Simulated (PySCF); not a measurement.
# TDDFT excited states: C2H10OSi2

C2H10OSi2.
Bonds: O1–C2, C2–C3, C3–Si4, C3–Si5. Hydrogens: H6 on O1; H7, H8 on C2; H9 on C3; H10, H11, H12 on Si4; H13, H14, H15 on Si5.

Computed, not measured: PySCF, TDDFT PBE0/def2-SVPD, vertical, gas phase, core orbitals frozen in the response. Isolated species at its GFN2-xTB geometry (one conformer only). Torsions of this conformer, `[OH:1][CH2:2][CH:3]([SiH3:4])[SiH3:5]`: O1–C2–C3–Si4 41°, H–O1–C2–C3 62°.

Q: List the vertical singlet excitations with oscillator strengths and describe the spectrum.

A: 

| state | E (eV) | λ (nm) | f | \|μ\| (D) | main configurations (H = HOMO, L = LUMO) |
| --- | --- | --- | --- | --- | --- |
| S1 | 6.92 | 179.2 | 0.018 | 0.82 | H→L (88%) |
| S2 | 7.42 | 167.0 | 0.019 | 0.83 | H-1→L (98%) |
| S3 | 7.63 | 162.6 | 0.0015 | 0.23 | H→L+1 (81%) |
| S4 | 7.87 | 157.5 | 0.0091 | 0.55 | H→L+2 (35%), H-2→L (22%), H→L+3 (16%) |
| S5 | 7.96 | 155.8 | 0.077 | 1.59 | H-1→L+1 (89%) |
| S6 | 8.02 | 154.7 | 0.0024 | 0.28 | H-2→L (68%), H→L+2 (22%) |

Triplets, Tamm–Dancoff:

```json
{"state": "T1", "E (eV)": "6.66", "λ (nm)": "186.3", "main configurations (H = HOMO, L = LUMO)": "H→L (81%)"}
{"state": "T2", "E (eV)": "7.10", "λ (nm)": "174.6", "main configurations (H = HOMO, L = LUMO)": "H-1→L (91%)"}
```

The lowest singlet comes at 179 nm (668 kJ/mol) in the vacuum ultraviolet; it is weak; its leading configuration is HOMO→LUMO (88%). The most intense listed level is S5 at 7.96 eV (156 nm, f = 0.077), 1.04 eV above S1. Löwdin shares by element: HOMO oxygen 53%, carbon 26%, hydrogen 7% or more; LUMO silicon 29%, oxygen 10%, hydrogen 9% or more (atoms not listed hold the other 52%). Of the 6 states listed, 3 reach f = 0.01 and none stays under 0.0005. The oscillator strengths of these states sum to 0.126; summed over the whole spectrum of an exact calculation they would give the number of electrons, 58 (Thomas–Reiche–Kuhn). The listed states span 1.10 eV, and the widest gap between neighbours is 0.50 eV (S1 to S2). The window holds the lowest 6 singlets.

Without π bonds the low states are Rydberg-like; a valence basis with one diffuse set may place them up to an eV too high.
